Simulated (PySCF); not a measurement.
# Iodine: a sound run and one with changed settings

Sound run: I⁺ [Kr] 4d10 5s2 5p4, I²⁺ [Kr] 4d10 5s2 5p3. All numbers are calculated (PySCF 2.14, the spin-free X2C one-electron Hamiltonian (Gaussian nucleus), in x2c-SVPall (6s5p3d, 36 functions)). The sound run starts from symmetry-adapted Hartree-Fock orbitals and uses a fine grid where one is needed.

Changed run: initial guess atom, at most 3 SCF cycles. This setting is unsound on purpose.

```json
{"species": "I⁺", "method": "UHF", "sound run (hartree)": "-7111.54266", "changed run (hartree)": "-7111.54264", "converged": "no"}
{"species": "I⁺", "method": "r2SCAN", "sound run (hartree)": "-7114.41286", "changed run (hartree)": "-7114.41284", "converged": "no"}
{"species": "I⁺", "method": "M06-L", "sound run (hartree)": "-7114.24403", "changed run (hartree)": "-7114.24400", "converged": "no"}
{"species": "I²⁺", "method": "UHF", "sound run (hartree)": "-7110.89091", "changed run (hartree)": "-7110.89085", "converged": "no"}
{"species": "I²⁺", "method": "r2SCAN", "sound run (hartree)": "-7113.72039", "changed run (hartree)": "-7113.72037", "converged": "no"}
{"species": "I²⁺", "method": "M06-L", "sound run (hartree)": "-7113.55584", "changed run (hartree)": "-7113.55583", "converged": "no"}
```

The SCF was stopped early; the energies are upper bounds that still move, and correlated levels were skipped or rest on poor orbitals.
